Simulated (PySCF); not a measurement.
Atom-mapped SMILES (the numbers label the heavy atoms): `[O:1]=[CH:2][c:3]1[cH:4][cH:5][cH:6][s:7]1`. Each H is labelled by its parent atom.

Geometry: PBE0-D3(BJ)/def2-TZVP; GIAO absolute shieldings from PySCF 2.14.0 with density-fitted response routines, gas phase, non-relativistic, averaged over equivalent atoms.

At B97-2/pcSseg-2 (315 basis functions, 45 s wall time on 1 thread of an Arm Neoverse V1, shared host):
| atoms | σ (ppm) |
| --- | --- |
| O1 | -281.0 |
| C2 | -0.1 |
| C3 | 33.3 |
| C6 | 43.0 |
| C4 | 48.9 |
| C5 | 50.5 |
| S7 | 256.2 |
| H(C2) | 21.53 |
| H(C4) | 23.34 |
| H(C6) | 23.87 |
| H(C5) | 24.16 |

What do these become at PBE0/pcSseg-2?

## Answers


```
atoms  σ at PBE0/pcSseg-2  change
   O1              -300.0   -19.0
   C2                -3.6    -3.5
   C3                30.7    -2.6
   C6                40.8    -2.2
   C4                46.9    -2.0
   C5                48.3    -2.2
   S7               248.3    -7.9
H(C2)               21.36   -0.17
H(C4)               23.18   -0.16
H(C6)               23.70   -0.17
H(C5)               24.00   -0.16
```

The largest change is at O1 (aldehyde oxygen). Cost: 315 basis functions, 56 s wall time on 1 thread of an Arm Neoverse V1, shared host. The order of the carbon signals is the same at both levels.
